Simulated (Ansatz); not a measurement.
Relaxation of FH₃O₃Si (8 atoms, charge 0, multiplicity 1), to a largest force component of 0.02 eV/Å in at most 40 steps.

These are results of Ansatz, RKS PBE0-D4/6-31G*, not measurements.

```xyz
8
Properties=species:S:1:pos:R:3
Si 0.000 0.000 0.000
F 0.000 0.000 1.590
O 1.584 0.000 -0.559
H 1.901 -0.952 -0.676
O -0.791 1.371 -0.559
H -1.749 1.140 -0.782
O -0.791 -1.371 -0.559
H -1.246 -1.837 0.213
```

Problem. Where does it end, and by what steps?

Solution. The run converged. After 20 steps the energy has fallen by 0.332 eV; H6 moved furthest, 0.93 Å.

```csv
step,energy less start (eV),largest force component (eV/Å),accepted
0,0.0000,2.148,yes
1,-0.1930,1.122,yes
2,-0.2450,0.181,yes
3,-0.2510,0.385,yes
4,-0.2589,0.115,yes
5,-0.2600,0.053,yes
6,-0.2616,0.062,yes
7,-0.2586,0.694,no
8,-0.2640,0.087,yes
9,-0.2687,0.130,yes
10,-0.2709,0.231,yes
11,-0.1171,2.625,no
12,-0.2787,0.241,yes
13,-0.2892,0.148,yes
14,-0.3088,0.203,yes
15,-0.3253,0.114,yes
16,-0.3297,0.462,yes
17,-0.3307,0.245,yes
18,-0.3305,0.222,no
19,-0.3314,0.170,yes
20,-0.3325,0.018,yes
```

```xyz
8
Properties=species:S:1:pos:R:3
Si -0.109 -0.093 0.090
F 0.051 -0.016 1.676
O 1.303 0.097 -0.710
H 1.778 -0.725 -0.877
O -1.104 1.145 -0.293
H -0.990 1.481 -1.189
O -0.654 -1.595 -0.288
H -1.369 -1.943 0.258
```

The run took 88 s on 1 thread of Arm Neoverse V1 (shared host), peak memory 0.16 GiB.
